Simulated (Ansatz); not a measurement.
Total energies of the cluster Ag2Se⁺ from Ansatz at r2SCAN-D4/def2-TZVP, gas phase (1 Eh = 27.2114 eV = 2625.5 kJ/mol). The reference geometry is relaxed at PBE-D4/def2-TZVP.

Cartesian coordinates in Å:
```
Ag -1.3942 -0.9724 0.7008
Ag 0.5580 0.9454 -1.4749
Se 0.8362 0.0270 0.7741
```

```csv
state,geometry,energy (Eh)
charge 1 doublet,reference,-2695.40861
charge 0 singlet,reference,-2695.67978
charge 1 quartet,relaxed at PBE-D4/def2-TZVP,-2695.32525
```

In the def2 sets Ag takes a core potential; there is no spin–orbit coupling.

(1) Work out the vertical electron affinity, to the singlet.

(2) Which of the charge 1 states is lowest, and how far above it are the others?

(1) E(charge 1 doublet) − E(charge 0 singlet) = -2695.40861 − (-2695.67978) = 0.27117 Eh = 7.38 eV.

(2) The doublet. quartet: -2695.32525 − (-2695.40861) = 0.08336 Eh = 218.9 kJ/mol. The quartet differs in its bonds from the reference.

The structure comes from a short search, and lower isomers may exist.
